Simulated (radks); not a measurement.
Spherical quantum dot in the effective-mass picture: electrons in a well V = -V0 / (1 + exp((r - R)/a)) with V0 = 18, R = 3.41, a = 0.38, with a point charge +2 (a donor) at the centre, all in effective atomic units (hartree* = m*/eps^2 hartree, bohr* = eps/m* bohr), one dielectric constant everywhere. Method: non-relativistic Kohn-Sham, PBE, spin-polarised, spherical densities; computed with a radial shooting solver with Libxc functionals. Levels are named by radial order and angular momentum (1s, 1p, 1d, 2s, ...), and open shells are averaged over m. Results are scaled to m* = 0.628 and eps = 15, for which hartree* = 75.95 meV and bohr* = 1.264 nm.

N = 25, configuration 1s2 1p6 1d10 2s2 1f(up 5, down 0). This is the lowest configuration that the search found. Occupied and some empty levels:

level    occupation  eigenvalue (meV)  <r> (nm)
1s up             1           -579.77     1.883
1s down           1           -577.43     1.813
1p up             3           -539.95     2.597
1p down           3           -535.18     2.578
2s up             1           -509.81     1.861
2s down           1           -506.90     1.913
1d up             5           -499.10     2.786
1d down           5           -493.67     2.776
1f up             5           -447.96     2.928
1f down           0           -442.14     2.923
2p up             0           -396.27     2.249
2p down           0           -393.67     2.251
1g up             0           -387.49     3.049
1g down           0           -381.44     3.047
2d up             0           -319.74     2.560
2d down           0           -316.53     2.559

Energy (meV): total -22562.7, kinetic 2539.5, external -34351, Hartree 10266, exchange-correlation -1017.7.
